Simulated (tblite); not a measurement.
Species: C5H16Si3.
Atom-mapped SMILES: `[CH3:1][CH2:2][CH2:3][Si@H:4]1[SiH2:5][C@@H:6]([CH3:7])[SiH2:8]1` (hydrogens: H9, H10, H11 on C1; H12, H13 on C2; H14, H15 on C3; H16 on Si4; H17, H18 on Si5; H19 on C6; H20, H21, H22 on C7; H23, H24 on Si8)

The geometry is computed with GFN2-xTB (gas phase).

Task: Give the optimised bond lengths and angles.

Result: 
| bond | length (Å) |
| --- | --- |
| C1–C2 | 1.522 |
| C2–C3 | 1.525 |
| C3–Si4 | 1.914 |
| Si4–Si5, Si4–Si8 | 2.344 |
| Si5–C6, C6–Si8 | 1.943 |
| C6–C7 | 1.527 |
| C1–H9, C1–H10, C1–H11 | 1.088 |
| C2–H12, C2–H13 | 1.094 |
| C3–H14, C3–H15 | 1.092 |
| Si4–H16 | 1.479 |
| Si5–H17, Si8–H23 | 1.470 |
| Si5–H18, Si8–H24 | 1.469 |
| C6–H19 | 1.094 |
| C7–H20, C7–H21, C7–H22 | 1.090 |

Bonds in one row agree within 0.01 Å and their mean is given. A selection of angles:
| angle | degrees |
| --- | --- |
| C1–C2–C3 | 112.6 |
| C2–C3–Si4 | 114.3 |
| C3–Si4–Si5 | 115.5 |
| C3–Si4–Si8 | 117.4 |
| Si5–Si4–Si8 | 81.2 |
| Si4–Si5–C6 | 87.6 |
| Si5–C6–C7 | 113.1 |
| Si5–C6–Si8 | 103.5 |

Dihedral angles: C1–C2–C3–Si4 62° (synclinal); C2–C3–Si4–Si5 179° (antiperiplanar); C3–Si4–Si5–C6 114° (anticlinal); Si4–Si5–C6–C7 -120° (anticlinal); Si5–C6–Si8–Si4 -3° (synperiplanar); C3–Si4–Si8–C6 -112° (anticlinal).

The C–Si distances run from 1.914 Å (C3–Si4, drawn single) to 1.943 Å (Si5–C6, drawn single), a spread of 0.029 Å. The 4-membered ring Si4–Si5–C6–Si8 has internal angles of 81.2° to 103.5° (sum 360°, against 360° for a flat polygon); it is almost planar, 0.02 Å rms from its mean plane, widest ring torsion 3°. Si5 (SiH2 silicon) has angles from 87.6° to 121.7°. Si4 (SiH silicon) has angles from 81.2° to 118.9°. Of the pairs four or more bonds apart, Si4···H10 is among the closest relative to their van der Waals radii: 2.93 Å, 89 % of the sum of Bondi's values.

Point group: C1 (no symmetry element, even within 0.4 Å). Its lowest GFN2-xTB frequency is 12 cm⁻¹, too small to tell a flat minimum from a shallow saddle. The numbers are those of one conformer.
